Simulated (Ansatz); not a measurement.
HF2GaO (SMILES [OH][Ga]([F])[F]), singlet, at a GFN2-xTB geometry (such geometries of metal compounds can be far from the true shape); PBE/def2-QZVPPD run with Ansatz (a first-principles code).

The Ansatz input:
Ansatz 0.2 input:
```yaml
crystal:
  periodic: [false, false, false]
  atoms:
    - {symbol: Ga, position_ang: [0.01660715, 0.02228652, -0.00211523]}
    - {symbol: F, position_ang: [-1.41688710, -0.94345032, -0.22115885]}
    - {symbol: F, position_ang: [0.01897671, 1.61412545, -0.66844445]}
    - {symbol: O, position_ang: [1.35494208, -0.64772354, 0.86127947]}
    - {symbol: H, position_ang: [1.22683524, -1.54516997, 1.18176621]}
basis:
  gaussian:
    orbitals: def2-QZVPPD.json
hamiltonian:
  xc: pbe
```
The basis file holds def2-QZVPPD in the JSON format of the Basis Set Exchange.

Task: Write the output that Ansatz gives for this input, abridged.

Result: 
```
Functional definition: PBE
1215 factors; their error is unknown
mean field evaluation 1: about -59855.6330 eV, gradient 9.4e1 eV
mean field evaluation 2: about -59771.1454 eV, gradient 2.2e2 eV
mean field evaluation 4: about -59866.7517 eV, gradient 3.1e1 eV
mean field evaluation 8: about -59868.1579 eV, gradient 2.7e-1 eV
mean field evaluation 16: about -59868.1499 eV, gradient 6.7e-5 eV
mean field -59868.14991936 eV, -2200.1139294469 hartree, gradient 6.7e-5 eV, S^2 0.000000; 0 other end points of the search recorded, 0 dependent functions left out
reference -59868.14998109 eV, -2200.1139317153 hartree; 29, 29 occupied and 297, 297 virtual orbitals, 1215 factors
Total energy: -59868.14998109 eV, -2200.1139317153 hartree
```
